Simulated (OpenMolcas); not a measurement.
**Co2+: ligand-field states by method**

Co2+ with 4 ligands (chloride) in tetrahedral coordination (Td) at 2.42 Å. A charge of +0.5 e stands 2.6 Å behind each ligand. Ligand basis ANO-RCC-VDZP.

```yaml
Program: OpenMolcas
Basis: ANO-RCC-VTZP [6s5p3d2f1g]
Scalar_Hamiltonian: DKH2, point nucleus
Active_space: 7 electrons in 5 orbitals (3d)
State_averaging: 2S+1 = 4 even, 10 roots; 2S+1 = 2 even, 40 roots
Spin-orbit_coupling: RASSI with atomic mean-field integrals over the reference wave functions
```

I. CASSCF
II. SS-CASPT2, IPEA 0.25 Eh, imaginary shift 0.1 Eh (closed shells correlated: 3s 3p and the ligand valence shells)
III. SS-CASPT2, IPEA 0.25 Eh, real shift 0.3 Eh (closed shells correlated: 3s 3p and the ligand valence shells)

Spin-free states (labels of Td) in cm-1, each column counted from its own energy of the first state listed:

| State | Degeneracy | I | II | III |
| --- | --- | --- | --- | --- |
| 4A2 | 1 | 0 | 0 | 0 |
| 4T2 | 3 | 1747 | 2140 | 2130 |
| 4T1 | 3 | 3098 | 3650 | 3650 |
| 2E | 2 | 19474 | 14980 | 15150 |
| 2T1 | 3 | 19567 | 15150 | 15320 |
| 2A1 | 1 | 19638 | 15300 | 15430 |
| 4T1 | 3 | 20054 | 15790 | 15980 |
| 2T2 | 3 | 20427 | 16300 | 16440 |
| 2T1 | 3 | 25000 | 19410 | 19540 |
| 2T2 | 3 | 25480 | 20520 | 20700 |
| 2E | 2 | 26228 | 21690 | 21760 |
| 2T1 | 3 | 26531 | 22240 | 22350 |
| 2T1 | 3 | 26826 | 22060 | 22140 |
| 2T2 | 3 | 28415 | 23020 | 23060 |
| 2E | 2 | 28987 | 25290 | 25280 |
| 2A2 | 1 | 43201 | 34100 | 34390 |
| 2T2 | 3 | 43620 | 34770 | 35010 |
| 2T1 | 3 | 43961 | 35300 | 35520 |
| 2E | 2 | 67037 | 53750 | 54280 |
| 2T2 | 3 | 67585 | 55560 | 55640 |

From I to II, I's first state of the same spin (4T2) moves from 1747 to 2140 cm-1, by about +390 cm-1.

From I to II, I's first state of another spin (2E) moves from 19474 to 14980 cm-1, by about -4500 cm-1.

I: A least-squares ligand-field fit to the states below 45000 cm-1, each weighted by its degeneracy and with a free common offset, gives 10Dq = -1766 cm-1 (negative for this site), B = 1182 cm-1 and C = 4411 cm-1 (C/B = 3.73), with an rms deviation of 73 cm-1. The same method and metal basis give the free ion B = 1229 cm-1 (fit to its terms below 60000 cm-1, rms deviation 20 cm-1), so the nephelauxetic ratio is β = 1182 / 1229 = 0.96; it hangs on how both fits weigh the states, and computed free-ion B values tend to be too large, so β mixes covalency with correlation.

χT at 300 K: I 3.48, II 3.25, III 3.25 cm3 K/mol.

Roots that are degenerate in the reference are averaged as groups; the widest CASPT2 spread within a group is 370 cm-1 (the 2-fold group of multiplicity 2 near 53800 cm-1 above the lowest state of its run, II). Shifts and gaps below about the spread of the groups concerned are not significant. Over all roots computed the reference weight is 0.72 to 0.74 in II; a low but even weight reflects the number of correlated electrons. Ligand-to-metal charge-transfer states are missing. Without dynamic correlation the repulsion within the d shell is too large (B by tens of per cent), so at a given field states of lower spin stand too high (holds for I). With no ligand orbital active B as a rule stays too high, so bands that hang on it stand too high and its fall with covalency is understated (holds for I). With metal d orbitals alone and no dynamic correlation the field as a rule comes out too small, by tens of per cent, by up to half for chloride and softer ligands, and the orbital part of g and χT, which goes as 1/10Dq, too large (holds for I). A single d shell leaves out the double-shell effect, which counts most for late 3d ions, where the CASPT2 field can be off either way by tens of per cent (holds for II; III). These CASPT2 states fit no ligand-field parameters well, so their order and spin gaps are uncertain (holds for II; III). For late 3d ions with one d shell CASPT2 can put B and the spin-flip bands somewhat low as well as high (holds for II; III). With one d shell and no ligand orbital active, 10Dq can be off by tens of per cent for divalent 3d ions, low with halides held by bare charges and at times high in hosts, and the orbital part of g and χT goes as 1/10Dq (holds for II; III). Free-ion shares, where given, are those of the reference states; single-state CASPT2 does not remix them (holds for II; III). The distance lies 3 % over the 2.34 Å that this model takes as the normal distance (a Shannon-type radius plus a fixed donor radius); by an R⁻⁵ law this alone changes a d-shell field by about -15 %. No measured value stands beside these numbers; the geometry is a model, was not optimised and need not be the one that this ion takes.
